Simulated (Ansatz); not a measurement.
The same redistribution along the group B, Al, Ga, In.

Computed with Ansatz on PBE0-D4/def2-TZVP structures; ΔE is electronic, products minus reactants. CBS: MP2 limit from def2 TZ/QZ plus the TZ coupled-cluster correction, frozen cores. This one scheme is used for every species. Functionals use def2-TZVPP. Elements past krypton have def2 core potentials. For Ga, In outer-core shells are correlated without core-valence functions, which leaves a few kJ/mol of doubt a bond. Scalar relativity is left out up to krypton. One conformer a species, not always the lowest.

| reaction | CCSD(T)/CBS(def2) (eV) |
| --- | --- |
| `SB(S)S` + `OCN[SiH3]` → `SBS` + `OCN[SiH2]S` | -0.22 |
| `[SH][Al]([SH])[SH]` + `OCN[SiH3]` → `[SH][AlH][SH]` + `OCN[SiH2]S` | 0.38 |
| `[SH][Ga]([SH])[SH]` + `OCN[SiH3]` → `[SH][GaH][SH]` + `OCN[SiH2]S` | ? |
| `[SH][In]([SH])[SH]` + `OCN[SiH3]` → `[SH][InH][SH]` + `OCN[SiH2]S` | 0.17 |

(1) Fill in the missing values. (An estimate is asked.)

Largest T1 diagnostic: 0.014, for `SBS`.

Answers

(1) The calculation gave: `[SH][Ga]([SH])[SH]` + `OCN[SiH3]` → `[SH][GaH][SH]` + `OCN[SiH2]S`: +0.15 eV.
